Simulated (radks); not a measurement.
The numbers below are computed, except where a source is named.
Question: Level of theory: non-relativistic Kohn-Sham, LDA (Slater exchange, Perdew-Wang correlation), spin-polarised, spherical densities, point nucleus; open shells are filled with parallel spins first (a radial shooting solver on a logarithmic mesh with Libxc functionals). Response by self-consistent Sternheimer equations with the Hartree and adiabatic LDA kernel. For heavy and open-shell atoms this level of theory can miss by tens of per cent. Estimate the static dipole polarisabilities of Ca+ ([Ar] 4s1) and K ([Ar] 4s1) and the C6 coefficients of the three pairs.

Answer: alpha = 69.11 and 259.9 bohr^3; C6 = 475.3 (Ca+-Ca+), 1185 (Ca+-K), 3308 (K-K) hartree bohr^6.
